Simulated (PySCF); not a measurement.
SMILES Cl/C=C\c1ccccc1, GFN2-xTB optimised geometry.

```
16

Cl    -3.26    -0.93     0.00
C     -1.89    -1.98     0.00
C     -0.61    -1.63     0.00
C      0.06    -0.34     0.00
C     -0.59     0.89     0.00
C      0.13     2.07     0.00
C      1.51     2.05     0.00
C      2.18     0.84     0.00
C      1.46    -0.34     0.00
H     -2.19    -3.01     0.00
H      0.08    -2.48     0.00
H     -1.67     0.93     0.00
H     -0.40     3.01     0.00
H      2.07     2.98     0.00
H      3.26     0.81     0.00
H      1.99    -1.29     0.00
```

Density from PySCF 2.14.0 with PBE/def2-TZVP at that geometry.

Minimum of the electron density along straight lines between bonded atoms, close to the bond critical point (lines longer than 1.1 times the sum of covalent radii, or with two minima, are not listed):

```csv
bond,length / Å,ρ at the minimum / e bohr⁻³,∇²ρ there / e bohr⁻⁵,position (fraction from the first atom)
Cl1–C2,1.718,0.207,-0.31,0.58
C2–C3,1.332,0.347,-1.02,0.51
C3–C4,1.454,0.278,-0.75,0.51
C4–C5,1.396,0.312,-0.88,0.51
C5–C6,1.382,0.320,-0.92,0.50
C6–C7,1.385,0.319,-0.92,0.50
C7–C8,1.386,0.318,-0.91,0.50
C4–C9,1.399,0.311,-0.88,0.50
C8–C9,1.380,0.321,-0.93,0.50
C2–H10,1.080,0.288,-1.02,0.65
C3–H11,1.084,0.282,-0.97,0.64
C5–H12,1.076,0.290,-1.03,0.65
C6–H13,1.080,0.285,-1.00,0.64
C7–H14,1.080,0.285,-1.00,0.64
C8–H15,1.080,0.285,-1.00,0.64
C9–H16,1.081,0.284,-0.99,0.64
```
